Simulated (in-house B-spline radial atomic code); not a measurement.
Removing one electron from the lead ion Pb⁴⁶⁺

Closed shell [Ar] 3d10 4s2 4p6. Computed with a B-spline radial code for spherical atoms: Koopmans values of Dirac-Hartree-Fock plus a diagonal self-energy, in second order or with its direct term screened (direct RPA, with the hole-particle interaction, or full time-dependent Hartree-Fock), linearised in energy; no-pair Dirac-Coulomb Hamiltonian, finite nucleus. Shifts add to the Koopmans value (the ΔSCF shift is orbital relaxation alone); the final value takes TDHF screening with Breit and QED.

Command:
```bash
python run_mb.py task.json out
```
Settings (nuclear radius in fm, box in bohr, cutoff in hartree):
```
basis_form          2
Z                   82
core_configuration  [Ar] 3d10 4s2 4p6
rms_radius          5.5012
mass_number         208
speed_of_light      137.036
box_radius          2.681
lmax                7
intervals           56
virtual_cutoff      26896.0
```

Run time, properties included: 25 s on 1 thread of Intel(R) Xeon(R) 6975P-C (shared host).

Energies in eV:

```json
{"subshell": "4p3/2", "Koopmans": "2546.01", "ΔSCF shift": "-0.664", "second order": "?", "direct RPA": "?", "hole-particle": "?", "TDHF": "?", "Breit + QED": "?", "final": "?"}
```

**Question.** What does the self-energy do to 4p3/2?

**Answer.** It shifts the removal energy by 1.686 eV in second order, 1.372 with direct RPA, 1.436 with the hole-particle term and 1.502 with TDHF screening (quasi-particle weight 0.994); Breit and QED add -2.550 eV. The final value is 2544.96 eV, against 2543 ± 4 eV (NIST, tabulated theory).
